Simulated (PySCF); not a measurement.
## `N#C[C@@]12CCC[C@@H]1[C@]1(F)CC[C@H]2C1`: 4 charge schemes on one density

Compound: C₁₁H₁₄FN.
Cartesian coordinates in Å at the PBE0-D3(BJ)/def2-SVP level; atoms count from 1:
```xyz
27
C11H14FN angstrom
N     -2.499   -0.139   -2.485
C     -1.689    0.037   -1.675
C     -0.674    0.268   -0.650
C     -1.020    1.561    0.120
C     -1.865    1.066    1.292
C     -1.143   -0.205    1.742
C     -0.718   -0.876    0.434
C      0.665   -1.525    0.272
F      0.706   -2.781    0.810
C      1.789   -0.625    0.785
C      1.844    0.485   -0.288
C      0.741    0.083   -1.281
C      0.862   -1.445   -1.247
H     -1.526    2.304   -0.511
H     -0.097    2.025    0.499
H     -1.972    1.815    2.091
H     -2.881    0.819    0.938
H     -0.266    0.068    2.350
H     -1.768   -0.861    2.363
H     -1.454   -1.642    0.149
H      2.716   -1.216    0.820
H      1.607   -0.250    1.801
H      1.717    1.496    0.122
H      2.811    0.483   -0.812
H      0.834    0.560   -2.266
H      1.847   -1.816   -1.567
H      0.075   -1.969   -1.808
```

Density: PBE0/pcSseg-1 (PySCF); schemes: Mulliken, IAO, Hirshfeld and ESP-fitted. Geometry: PBE0-D3(BJ)/def2-SVP, one conformer, isolated molecule.

Tabulate the Mulliken, IAO, Hirshfeld and ESP-fitted charges.

In e:

```json
{"atom": "N1", "environment": "nitrile nitrogen", "Mulliken": "-0.256", "IAO": "-0.262", "Hirshfeld": "-0.235", "ESP-fitted": "-0.503"}
{"atom": "C2", "environment": "nitrile carbon", "Mulliken": "+0.284", "IAO": "+0.128", "Hirshfeld": "+0.084", "ESP-fitted": "+0.398"}
{"atom": "C3", "environment": "sp3 carbon at a ring junction", "Mulliken": "-0.622", "IAO": "-0.017", "Hirshfeld": "+0.037", "ESP-fitted": "+0.064"}
{"atom": "C4", "environment": "ring CH2 carbon", "Mulliken": "-0.034", "IAO": "-0.250", "Hirshfeld": "-0.064", "ESP-fitted": "-0.406"}
{"atom": "C5", "environment": "ring CH2 carbon", "Mulliken": "-0.215", "IAO": "-0.251", "Hirshfeld": "-0.065", "ESP-fitted": "+0.128"}
{"atom": "C6", "environment": "ring CH2 carbon", "Mulliken": "-0.122", "IAO": "-0.260", "Hirshfeld": "-0.068", "ESP-fitted": "-0.427"}
{"atom": "C7", "environment": "sp3 carbon at a ring junction", "Mulliken": "-0.138", "IAO": "-0.132", "Hirshfeld": "-0.029", "ESP-fitted": "+0.206"}
{"atom": "C8", "environment": "sp3 C–F carbon", "Mulliken": "+0.136", "IAO": "+0.318", "Hirshfeld": "+0.101", "ESP-fitted": "+0.291"}
{"atom": "F9", "environment": "alkyl fluorine", "Mulliken": "-0.312", "IAO": "-0.316", "Hirshfeld": "-0.111", "ESP-fitted": "-0.275"}
{"atom": "C10", "environment": "ring CH2 carbon", "Mulliken": "-0.175", "IAO": "-0.283", "Hirshfeld": "-0.081", "ESP-fitted": "-0.217"}
{"atom": "C11", "environment": "ring CH2 carbon", "Mulliken": "-0.132", "IAO": "-0.262", "Hirshfeld": "-0.065", "ESP-fitted": "-0.077"}
{"atom": "C12", "environment": "sp3 carbon at a ring junction", "Mulliken": "-0.200", "IAO": "-0.102", "Hirshfeld": "-0.019", "ESP-fitted": "-0.156"}
{"atom": "C13", "environment": "ring CH2 carbon", "Mulliken": "-0.065", "IAO": "-0.279", "Hirshfeld": "-0.082", "ESP-fitted": "-0.257"}
{"atom": "H14", "environment": "methylene hydrogen", "Mulliken": "+0.141", "IAO": "+0.151", "Hirshfeld": "+0.046", "ESP-fitted": "+0.119"}
{"atom": "H15", "environment": "methylene hydrogen", "Mulliken": "+0.123", "IAO": "+0.130", "Hirshfeld": "+0.040", "ESP-fitted": "+0.170"}
{"atom": "H16", "environment": "methylene hydrogen", "Mulliken": "+0.127", "IAO": "+0.140", "Hirshfeld": "+0.045", "ESP-fitted": "+0.025"}
{"atom": "H17", "environment": "methylene hydrogen", "Mulliken": "+0.135", "IAO": "+0.137", "Hirshfeld": "+0.040", "ESP-fitted": "+0.027"}
{"atom": "H18", "environment": "methylene hydrogen", "Mulliken": "+0.119", "IAO": "+0.125", "Hirshfeld": "+0.036", "ESP-fitted": "+0.141"}
{"atom": "H19", "environment": "methylene hydrogen", "Mulliken": "+0.137", "IAO": "+0.147", "Hirshfeld": "+0.047", "ESP-fitted": "+0.115"}
{"atom": "H20", "environment": "methine hydrogen", "Mulliken": "+0.142", "IAO": "+0.152", "Hirshfeld": "+0.041", "ESP-fitted": "+0.027"}
{"atom": "H21", "environment": "methylene hydrogen", "Mulliken": "+0.138", "IAO": "+0.148", "Hirshfeld": "+0.043", "ESP-fitted": "+0.103"}
{"atom": "H22", "environment": "methylene hydrogen", "Mulliken": "+0.133", "IAO": "+0.133", "Hirshfeld": "+0.038", "ESP-fitted": "+0.068"}
{"atom": "H23", "environment": "methylene hydrogen", "Mulliken": "+0.133", "IAO": "+0.132", "Hirshfeld": "+0.038", "ESP-fitted": "+0.039"}
{"atom": "H24", "environment": "methylene hydrogen", "Mulliken": "+0.136", "IAO": "+0.145", "Hirshfeld": "+0.045", "ESP-fitted": "+0.078"}
{"atom": "H25", "environment": "methine hydrogen", "Mulliken": "+0.118", "IAO": "+0.145", "Hirshfeld": "+0.046", "ESP-fitted": "+0.102"}
{"atom": "H26", "environment": "methylene hydrogen", "Mulliken": "+0.127", "IAO": "+0.139", "Hirshfeld": "+0.046", "ESP-fitted": "+0.133"}
{"atom": "H27", "environment": "methylene hydrogen", "Mulliken": "+0.144", "IAO": "+0.145", "Hirshfeld": "+0.044", "ESP-fitted": "+0.082"}
```

Mean size of the charges over all atoms: IAO 0.179 e, ESP-fitted 0.172 e, Mulliken 0.168 e, Hirshfeld 0.061 e. Each set sums to the total charge, 0, to within 0.001 e. The IAO scheme projects the occupied orbitals on a minimal set of polarised atomic orbitals and counts the electrons in each atom's part of it. The ESP scheme fits charges at the nuclei, held to the total charge, to the electrostatic potential on points at 1.4 to 2.0 times the van der Waals radii.

Lowest charge. The schemes don't all agree: Mulliken C3 (-0.622); IAO F9 (-0.316); Hirshfeld N1 (-0.235); ESP-fitted N1 (-0.503).

Highest charge. The schemes don't all agree: Mulliken C2 (+0.284); IAO C8 (+0.318); Hirshfeld C8 (+0.101); ESP-fitted C2 (+0.398).

How many electrons does the Mulliken scheme count on F9?

Z − q = 9 − (-0.312) = 9.312.

Sum the charges by element, for elements with more than one atom.

| element | atoms | Mulliken | IAO | Hirshfeld | ESP-fitted |
| --- | --- | --- | --- | --- | --- |
| C | 11 | -1.283 | -1.389 | -0.251 | -0.453 |
| H | 14 | +1.852 | +1.967 | +0.598 | +1.231 |

How closely do the schemes follow one another over all atoms?

Correlation coefficient and root-mean-square difference: IAO with Hirshfeld 0.90, 0.132 e; Hirshfeld with ESP-fitted 0.83, 0.161 e; IAO with ESP-fitted 0.76, 0.144 e; Mulliken with IAO 0.72, 0.146 e; Mulliken with Hirshfeld 0.63, 0.163 e; Mulliken with ESP-fitted 0.51, 0.206 e.

The run behind these numbers computed NMR shieldings as well. On 2 threads of an Intel Xeon Platinum 8488C, no GPU, shared host with 96 logical CPUs at a one-minute load of 36, this took 73 s wall, 2.8 min CPU (grids of density and orbitals included) and 2.1 GiB of memory at its peak.
